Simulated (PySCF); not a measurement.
A search over the determinants of CaCd⁺

Unrestricted PBE0; Ca def2-SVP, Cd def2-SVP with ECP28; scalar-relativistic core potentials (PySCF 2.14). Outer shells of the fragments: Ca+ 4s1; Cd 4d10 5s2.

Followed along the bond (rough minima from three points):

```csv
2Ms+1,unpaired,⟨S²⟩ at the start,R at minimum (Å),Te (eV)
2,σ ↑,0.75,3.36,0.00
2,δ ↑,0.75,3.34,1.53
4,"σ ↑↑, π ↑",3.75,3.45,3.63
2,π ↑,0.76,none in the scan,≤ 1.12
```

Solutions found at the starting distance of 3.090 Å, counted from the lowest of them; the search is not exhaustive and high or unbound solutions are not listed, so other states can lie among these:

```tsv
2Ms+1	unpaired	term	E (eV)	⟨S²⟩	⟨Lz²⟩	μ (D)
2	σ ↑	²Σ⁺	0.00	0.75	0.00	-6.49
2	π ↑	²Π	1.08	0.76	1.00	-10.02
2	δ ↑	²Δ	1.51	0.75	4.00	-7.20
4	σ ↑↑, π ↑	⁴Π	3.67	3.75	1.00	-7.75
4	σ ↑↑↑	⁴Σ⁺	4.00	3.75	0.00	-6.03
4	σ ↑, π ↑↑	⁴Σ⁻	4.69	3.75	0.00	-9.63
4	σ ↑↑, δ ↑	⁴Δ	5.00	3.75	4.00	-5.60
```

A term symbol is given only where ⟨S²⟩ and ⟨Lz²⟩ are close to those of a pure state; real π, δ and φ orbitals otherwise mix terms. A positive dipole points towards Cd; it is taken about the centre of mass and depends on that origin.

Spin–orbit coupling is left out. Counting both spins, an empty level lies below a filled one in some of these solutions, because spin and occupation are held.
